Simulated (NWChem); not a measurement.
Species: C₆H₄; SMILES C#C/C=C/C#C

All runs: NWChem. Coordinates come from a PBE-D3(BJ)/def2-SVP optimisation.

For level TPSS/cc-pVTZ:

```yaml
highest occupied level (eV): -5.80
```

Q: How do the values read with level TPSS/cc-pVDZ instead?

A: 
- highest occupied level (eV) = -5.65
